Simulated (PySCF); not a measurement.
## EPR parameters of C4H5N2O

C4H5N2O (doublet state).
Cartesian coordinates in Å at the GFN2-xTB level; atoms count from 1:
```
atom  x, y, z in Å
C1    -1.872    0.421    0.072
N2    -0.441    0.309    0.026
C3     0.221   -0.777    0.521
O4    -0.342   -1.723    1.038
C5     1.675   -0.703    0.376
C6     2.316    0.353   -0.208
N7     2.820    1.269   -0.709
H8    -2.257   -0.470    0.566
H9    -2.170    1.308    0.634
H10   -2.286    0.487   -0.937
H11    0.085    1.060   -0.395
H12    2.251   -1.534    0.753
```

The hyperfine couplings belong to this conformer and change with its torsions.

Identity: `CNC(=O)[CH]C#N` [radical].

Method used: PySCF 2.14.0, UKS B3LYP, pcH-1 on C H N O, non-relativistic, mean-field spin-orbit, GIAO. One conformer (not necessarily the lowest) at the GFN2-xTB geometry, without solvent, vibrations or thermal averaging. The geometry wasn't refined by DFT: couplings that depend on bond lengths, twists or pyramidal angles can differ widely from those at the functional's own minimum. Stability of the SCF solution: not tested.

```json
{
  "g1, g2, g3": "2.00217, 2.00378, 2.00422",
  "g_iso": "2.00339",
  "Form of g": "rhombic: the two nearest values differ by 21 % of g3 − g1",
  "⟨S²⟩": "0.7645 (exact 0.7500)",
  "α and β electrons": "26, 25",
  "Total energy": "-340.13816 Eh"
}
```

Isotropic coupling and dipolar principal values T1 to T3, in MHz; ρ(0) is the spin density at the nucleus:

```tsv
atom	isotope	a_iso	T1	T2	T3	Mulliken spin population	ρ(0) (bohr⁻³)
C1	13C	-3.4	-0.6	0.2	0.4	-0.01	-0.0030
N2	14N	2.2	-3.8	-3.2	7.0	0.07	0.0069
C3	13C	-32.3	-7.2	2.3	4.9	-0.08	-0.0287
O4	17O	-4.6	-24.8	11.6	13.2	0.08	0.0076
C5	13C	67.2	-63.2	-62.6	125.8	0.79	0.0598
C6	13C	-55.4	-19.9	-1.5	21.4	-0.20	-0.0493
N7	14N	8.6	-17.9	-13.7	31.6	0.37	0.0267
H8	1H	0.2	-1.5	-0.8	2.3	0.00	0.0001
H9	1H	13.8	-1.2	-0.8	2.0	0.01	0.0031
H10	1H	14.4	-1.2	-0.8	2.0	0.01	0.0032
H11	1H	-4.8	-4.0	0.2	3.9	0.00	-0.0011
H12	1H	-53.6	-28.5	-2.0	30.5	-0.03	-0.0120
```

Largest spin populations (Mulliken): C5 (+0.79), N7 (+0.37), C6 (-0.20) and C3 (-0.08). The positive populations add up to 1.32 and the negative ones to -0.32, together 2S = 1. The angles at C5 add up to 360.0°, so it is planar; its axial dipolar tensor and the negative coupling of its proton fit spin in a p orbital normal to that plane.

Axes: g2 points within 8° of the C5–H12 bond.

Under fast tumbling the dipolar parts average out, and these isotropic splittings remain: 1 × 1H (H12, I = 1/2, 2 lines) with 1.91 mT, 3 × 1H (H8/H9/H10, I = 1/2, 4 lines) with 0.34 mT, 1 × 14N (N7, I = 1, 3 lines) with 0.31 mT, 1 × 1H (H11, I = 1/2, 2 lines) with 0.17 mT and 1 × 14N (N2, I = 1, 3 lines) with 0.08 mT.

Class means assume fast exchange of nuclei equivalent by connectivity; if that motion is slow, each nucleus keeps its own coupling. The three 1H nuclei of mean +9.5 MHz run from 0.2 to 14.4 MHz in the frozen geometry.

The 13C coupling of C5 (67.2 MHz) shows only in satellite lines or after enrichment, since that isotope makes up about 1.07 % of natural carbon.
